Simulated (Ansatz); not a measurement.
Problem. Name a neutral molecule of C, N, Si and H with LUMO energy (PBE0/def2-TZVPP) between -0.50 and -0.20 eV and HOMO energy (ωB97M-V/def2-TZVPP) between -8.10 and -7.80 eV (Ansatz, PBE0-D4/def2-TZVP geometry).

Solution. `N[Si@@H]1C[Si@H]1[SiH3]` (-0.39 eV, -8.01 eV); `C=C1[SiH2]N1C` (-0.46 eV, -7.92 eV). Other molecules can fit too; these were computed, each in one conformer that needn't be the lowest.
